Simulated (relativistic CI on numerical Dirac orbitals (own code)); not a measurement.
# Fe3+ in a cubic cluster: 2p photoemission with charge transfer

Computed with a charge-transfer multiplet model of a cubic metal-ligand cluster with up to one ligand hole, Slater and spin-orbit integrals from Dirac-Coulomb-Breit ions, Slater integrals scaled by 0.9. The ground state mixes d5 with configurations of k ligand holes L, whose averages lie at kΔ + k(k − 1)U_dd/2; a core hole lowers each added d electron by U_cd. 300 K, Lorentzian 0.6 eV and Gaussian 0.8 eV FWHM.

Atomic integrals in eV (Slater integrals scaled, ζ unscaled), ground: F2dd 10.785, F4dd 6.742, zeta_d 0.056; with the core hole: F2dd 12.345, F4dd 7.761, zeta_d 0.083, zeta_core 8.126, F2cd 7.324, G1cd 5.613, G3cd 3.192.

Cluster parameters (eV): Δ = 4, U_dd = 6.2, 10Dq = 0.3, 10Dq(ligand) = 1.3, V(eg) = 2, V(t2g) = -0.97, final-state hopping factor = 1.

```tsv
Case	n_d	d5	d6L	S
U_cd = 6.9 eV	5.15	0.85	0.15	2.50
U_cd = 8.1 eV	5.15	0.85	0.15	2.50
U_cd = 8.7 eV	5.15	0.85	0.15	2.50
```

Weights, n_d and S are thermal averages at 300 K. Binding energies count from the first peak over 30 % of the highest in each spectrum, which can be another peak from case to case. The parameters are a model scan and need not match a compound or its usual spin state. Peaks in eV (height, largest 100):
- U_cd = 6.9 eV: 0.0 (100), 1.4 (74), 7.0 (25), 8.2 (22), 14.6 (43), 16.0 (43), 18.6 (11), 21.1 (10), 22.7 (9)
- U_cd = 8.1 eV: 0.0 (100), 1.4 (73), 5.2 (20), 6.9 (36), 8.2 (30), 14.4 (44), 15.9 (43), 18.0 (13), 21.3 (14), 22.8 (14)
- U_cd = 8.7 eV: 0.0 (100), 1.5 (75), 5.0 (21), 7.0 (43), 8.3 (34), 14.4 (45), 15.9 (43), 21.5 (17), 23.0 (17)

For the case U_cd = 6.9 eV, Δ = 4 eV is smaller than U_dd = 6.2 eV, the charge-transfer side of the Zaanen-Sawatzky-Allen scheme. With the core hole the configuration with one ligand hole lies at Δ − U_cd = -2.9, -4.1, -4.7 eV from the one without, in the order of the table; where this is negative the screened configuration lies lower, though the effective hopping of about 3.2 eV (from the holes of the mixed ground state) mixes the two strongly wherever it is as large as the gap.

With at most 1 ligand hole the space is cut while the next configuration still counts, so covalency is underestimated, and a final configuration with one more ligand hole, which can lie low, is missing from the spectra.
